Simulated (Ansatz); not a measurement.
Compare A (`O[SiH2]CS`) with its isomer B (`OC[SiH2]S`).

Program: Ansatz. Geometries: PBE0-D4/def2-TZVP. ΔE: electronic, gas phase. CBS: MP2 limit from def2 TZ/QZ plus the TZ coupled-cluster correction, frozen cores. Functionals use def2-TZVPP. B3LYP here is the variant with VWN-RPA as its local correlation; programs differ in this. One conformer a species, not always the lowest.

Question: Which is lower in electronic energy at CCSD(T)/CBS, and by how much? (Best estimate.)

Answer: The calculation gave: A, by 92.8 kJ/mol.

Question: Give E(B) − E(A) in kJ/mol with B2PLYP, PBE-D4, MP2/def2-TZVPP, CCSD/def2-TZVPP, B3LYP, CCSD(T)/def2-TZVPP, BLYP-D4. (Estimate.)

Answer: The calculation gave: B2PLYP 90.9, PBE-D4 80.0, MP2/def2-TZVPP 97.0, CCSD/def2-TZVPP 90.9, B3LYP 86.1, CCSD(T)/def2-TZVPP 91.1, BLYP-D4 85.8. None reverses the order clearly.

Question: Does the order hold for the free energy at 298.15 K (harmonic terms from PBE0-D4)? (An estimate is asked.)

Answer: Computed: Yes: G(B) − G(A) = +91.6 kJ/mol, for one conformer each.

Largest T1 diagnostic: 0.011.

From BLYP to BHLYP (50 % exact exchange), in def2-TZVPP and without D4, E(B) − E(A) moves by +6.6 kJ/mol. Leaving LDA and LC-ωPBE aside and taking each functional with its dispersion term where it has one, the values, not all of them listed here, spread over 11.0 kJ/mol, from PBE-D4 to BHLYP-D4. LDA lies +4.7 kJ/mol from PBE without D4.
